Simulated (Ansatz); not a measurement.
Single points on Sn2O4.

```yaml
crystal:
  periodic: [false, false, false]
  atoms:
    - {symbol: Sn, position_ang: [-1.506490, -1.010052, -0.325906]}
    - {symbol: Sn, position_ang: [1.530170, -0.278177, 0.684743]}
    - {symbol: O, position_ang: [-0.517568, 1.174999, -0.471523]}
    - {symbol: O, position_ang: [0.329793, -1.721696, -0.100739]}
    - {symbol: O, position_ang: [-0.688491, 0.625824, 0.924819]}
    - {symbol: O, position_ang: [0.852585, 1.209103, -0.711394]}
basis:
  gaussian: {orbitals: def2-TZVP, initial_orbitals: start.molden}
correlation: {method: mp2}
scf: {omitted_lower_state_checks: [starts]}
output: {orbitals: {seedname: orbitals}}
```

The file start.molden holds the orbitals of an earlier run on this structure, at another level or in another basis.

```sh
$ ansatz run in.yaml --threads 4 --pin off --events-out ev --progress --plain --max-ram 8704MiB
```

It prints (some lines left out):

```
Functional definition: HF
1783 factors; integrals over basis functions are off by at most 7.3e-4 eV
mean field evaluation 1: about -19757.8389 eV, gradient 3.2e1 eV
mean field evaluation 2: about -19759.5420 eV, gradient 1.7e0 eV
mean field evaluation 4: about -19760.1812 eV, gradient 2.7e0 eV
mean field evaluation 8: about -19760.1939 eV, gradient 7.4e-4 eV
mean field -19760.19394915 eV, -726.1737336907 hartree, gradient 1.1e-6 eV, S^2 0.000000; 0 other end points of the search recorded, 0 dependent functions left out; unrestricted orbitals would lower it
mean field evaluation 16: about -19760.1801 eV, gradient 4.0e-1 eV
12 core orbitals not correlated: weight in the atoms' cores, before any rotation towards them, 1.000 or more for the frozen orbitals, at most 0.000 for the correlated occupied ones
reference -19760.19394915 eV, -726.1737336907 hartree; 26, 26 occupied and 186, 186 virtual orbitals, 1783 factors
second order -42.84733972 eV of doubles, -0.00000000 eV of singles
Total energy: -19803.04128887 eV, -727.7483443823 hartree
Checks for a lower state left out: starts
```

Run time 4.6 s (4 threads of Arm Neoverse V2 on a shared host), peak host memory 0.69 GiB.

First input, but with `hamiltonian: {xc: {name: CAM-B3LYP}, dispersion: d4}` and without the key `correlation` (abridged; 3.6 s):

```
Functional definition: CAM-B3LYP
mean field -19849.28971152 eV, -729.4479425664 hartree, gradient 1.2e-5 eV, S^2 0.000000
Total energy: -19849.50879445 eV, -729.4559937157 hartree
Checks for a lower state left out: starts
```

The first input with `gaussian: {orbitals: def2-SVP, initial_orbitals: start.molden}`, `correlation: {method: ccsd_t}` (abridged; 13 s):

```
Functional definition: HF
mean field -19749.25378797 eV, -725.7716901828 hartree, gradient 2.1e-6 eV, S^2 0.000000; unrestricted orbitals would lower it
mean field evaluation 16: about -19749.2337 eV, gradient 4.2e-1 eV
12 core orbitals not correlated: weight in the atoms' cores, before any rotation towards them, 1.000 or more for the frozen orbitals, at most 0.000 for the correlated occupied ones
second order -25.52526669 eV of doubles, -0.00000000 eV of singles
cycle   1  -24.61557958 eV  change    9.1e-1 eV  update   1.9e-1
cycle   2  -25.63990638 eV  change    -1.0e0 eV  update   7.2e-2
cycle   3  -25.95732618 eV  change   -3.2e-1 eV  update   4.5e-2
cycle   4  -25.94394422 eV  change    1.3e-2 eV  update   1.7e-2
cycle   5  -25.93691865 eV  change    7.0e-3 eV  update   9.5e-3
cycle   6  -25.94623503 eV  change   -9.3e-3 eV  update   4.0e-3
cycle   7  -25.94568526 eV  change    5.5e-4 eV  update   1.9e-3
cycle   8  -25.94464335 eV  change    1.0e-3 eV  update   8.0e-4
cycle   9  -25.94498990 eV  change   -3.5e-4 eV  update   4.0e-4
cycle  10  -25.94517478 eV  change   -1.8e-4 eV  update   1.8e-4
cycle  11  -25.94497141 eV  change    2.0e-4 eV  update   8.8e-5
cycle  12  -25.94506245 eV  change   -9.1e-5 eV  update   4.7e-5
cycle  13  -25.94506924 eV  change   -6.8e-6 eV  update   2.2e-5
perturbative correction -1.03217202 eV, -0.0379316221 hartree
Total energy: -19776.23102923 eV, -726.7630855134 hartree
Checks for a lower state left out: starts
```

First input, but with `hamiltonian: {xc: r2scan, dispersion: d4}` and without the key `correlation` (abridged; 3.9 s):

```
Functional definition: r2SCAN
mean field -19853.57569487 eV, -729.6054495496 hartree, gradient 1.6e-5 eV, S^2 0.000000
Total energy: -19853.62644400 eV, -729.6073145455 hartree
Checks for a lower state left out: starts
```

As the first input, with `gaussian: {orbitals: def2-SVP, initial_orbitals: start.molden}`, `hamiltonian: {xc: pbe, dispersion: d4}` and without the key `correlation` (abridged; 0.85 s):

```
Functional definition: PBE
mean field -19834.57864894 eV, -728.9073209882 hartree, gradient 2.7e-5 eV, S^2 0.000000
Total energy: -19834.82949361 eV, -728.9165393599 hartree
Checks for a lower state left out: starts
```

The first input with `gaussian: {orbitals: def2-TZVPD, initial_orbitals: start.molden}`, `hamiltonian: {xc: {name: B2PLYP}}` and without the key `correlation` (abridged; 9.5 s):

```
Functional definition: B2PLYP
mean field -19822.45559974 eV, -728.4618071474 hartree, gradient 6.2e-6 eV, S^2 0.000000
12 core orbitals not correlated: weight in the atoms' cores, before any rotation towards them, 1.000 or more for the frozen orbitals, at most 0.000 for the correlated occupied ones
second order -53.30199958 eV of doubles, -0.00000000 eV of singles
Total energy: -19836.84730253 eV, -728.9906924700 hartree
Checks for a lower state left out: starts
```

The first input with `hamiltonian: {xc: {name: BHLYP}, dispersion: d4}` and without the key `correlation` (abridged; 3.6 s):

```
Functional definition: BHLYP
mean field -19844.21558119 eV, -729.2614717162 hartree, gradient 1.6e-5 eV, S^2 0.000000
Total energy: -19844.60182605 eV, -729.2756659530 hartree
Checks for a lower state left out: starts
```

Geometry: r2SCAN-D4/def2-SVP.

In the def2 sets Sn takes a core potential; there is no spin–orbit coupling. Correlated methods freeze 12 core orbitals; core or outer-core shells of Sn are correlated, in sets that lack core-valence functions. The structure holds 2 bonds between oxygen atoms, so isomers without such links may lie far lower. At MP2/def2-TZVP, CCSD(T)/def2-SVP the restricted singlet (for correlated methods, its reference) is unstable: a solution with broken spin symmetry lies lower. The restricted singlet is unstable towards broken spin symmetry in Hartree–Fock (as tested in another run); at CAM-B3LYP-D4/def2-TZVP, r2SCAN-D4/def2-TZVP, PBE-D4/def2-SVP, B2PLYP/def2-TZVPD and others this wasn't settled. At CCSD(T)/def2-SVP T1 of the charge 0 singlet is large (up to 0.023), so the single-reference result is doubtful. The structure comes from a short search, and lower isomers may exist.
